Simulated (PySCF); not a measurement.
Compound: (SiH3)3P, H₉PSi₃.
Numbering: `[SiH3:1][P:2]([SiH3:3])[SiH3:4]` (hydrogens: H5, H6, H7 on Si1; H8, H9, H10 on Si3; H11, H12, H13 on Si4)

The closed-shell ground state was solved at several levels (PySCF, density fitting, gas phase, non-relativistic). Isolated species at its PBE0-D3(BJ)/def2-SVP geometry, gas phase.

```
        level  basis functions  total energy (Eh)  HOMO (eV)  LUMO (eV)  gap (eV)  dipole (D)
PBE0/pcSseg-1              141         -1214.6966      -7.42      -0.28      7.14        0.91
 KT2/pcSseg-2              298         -1225.7940      -6.40      -1.24      5.16        0.54
```

(1) Estimate the row for CAM-B3LYP/def2-SVPD, a basis of 168 functions; the other rows only guide the guess.

(2) Over all these levels, which gives the widest orbital gap and which the narrowest?

(3) How far do the dipole and the HOMO energy spread over the levels?

## Answers

(1) Total energy -1214.8804 Eh, HOMO -8.53 eV, LUMO 0.73 eV, gap 9.26 eV, dipole 0.54 D.

(2) CAM-B3LYP/def2-SVPD (range-separated hybrid) has the widest, 9.26 eV, and KT2/pcSseg-2 (GGA) the narrowest, 5.16 eV. Functional and basis both differ between the two, so the spread mixes both effects.

(3) The dipole runs from 0.54 to 0.91 D (mean 0.66 D) and the HOMO from -8.53 to -6.40 eV.
